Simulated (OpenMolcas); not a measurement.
Pd4+ (d6) among equal point charges was computed by CASSCF with the d shell active (OpenMolcas, ANO-RCC-VTZP on the metal). Its lowest spin-free states, and all those of the highest spin:

```
2S+1  Degeneracy  E (cm-1)
   5           2       0.0
   5           1      5070
   5           2      5246
   3           2     22162
   3           1     22269
   3           1     22270
   3           2     22339
   3           1     22560
   3           2     23053
   3           1     25911
   3           2     26117
   3           2     26326
```

**Question.** Is the site octahedral, tetrahedral or cube-like, axial, or of lower symmetry?

**Answer.** The states with 2S+1 = 5 have orbital degeneracies 2, 1, 2. There are pairs but no triples, so the site is axial: not cubic, but with a proper or improper axis of order three or more. The run had Pd4+ among 6 point charges of -0.98 e arranged as a trigonal prism (D3h), 2.1 Å from the ion, with a polar angle of 42.7° against the regular 49.1°.

An orbital doublet at a regular site is open to a Jahn-Teller distortion, which this geometry leaves out. Without dynamic correlation the repulsion within the d shell is too large (B by tens of per cent), so at a given field states of lower spin stand too high. Point charges give a weaker field than real ligands, and real ions of this kind are as a rule low spin; the high spin found here belongs to the model. This is an electrostatic model: the charges have no orbitals. No measured value stands beside these numbers.
